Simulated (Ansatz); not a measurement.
Two isomers of C3H10Si2: A = `C[SiH2]/C=C/[SiH3]`, B = `[SiH3]CC1C[SiH2]1`.

Calculated with Ansatz (gas phase, PBE0-D4/def2-TZVP geometries, no zero-point term in ΔE). CBS: MP2 limit from def2 TZ/QZ plus the TZ coupled-cluster correction, frozen cores. Functionals use def2-TZVPP. B3LYP here is the variant with VWN-RPA as its local correlation; programs differ in this. Each species was taken in one conformer, which may not be the lowest.

**Question.** Which is lower in electronic energy at CCSD(T)/CBS, and by how much? (An estimate is asked.)

**Answer.** Computed: A, by 83.4 kJ/mol.

**Question.** Give E(B) − E(A) in kJ/mol with LDA (SPW92), HF/def2-TZVPP, CCSD(T)/def2-TZVPP, B2PLYP, B3LYP-D4, r2SCAN-D4, B3LYP. (Best estimate.)

**Answer.** Ansatz gave: LDA (SPW92) 43.3, HF/def2-TZVPP 118.3, CCSD(T)/def2-TZVPP 83.4, B2PLYP 89.9, B3LYP-D4 90.6, r2SCAN-D4 73.9, B3LYP 95.3. None reverses the order clearly.

**Question.** Does the order hold for the free energy at 298.15 K (harmonic terms from PBE0-D4)? (An estimate is asked.)

**Answer.** Ansatz gave: Yes: G(B) − G(A) = +92.1 kJ/mol, for one conformer each.

Largest T1 diagnostic: 0.011.

At CCSD(T), def2-SVP lies −8.1 kJ/mol from the extrapolated value and def2-TZVPP +0.0 kJ/mol. The D4 term adds −4.7 kJ/mol with B3LYP and −2.4 kJ/mol with PBE0; it sums over pairs of atoms, weighted by their polarisabilities, and B3LYP, whose exchange is more repulsive, gets the larger term.
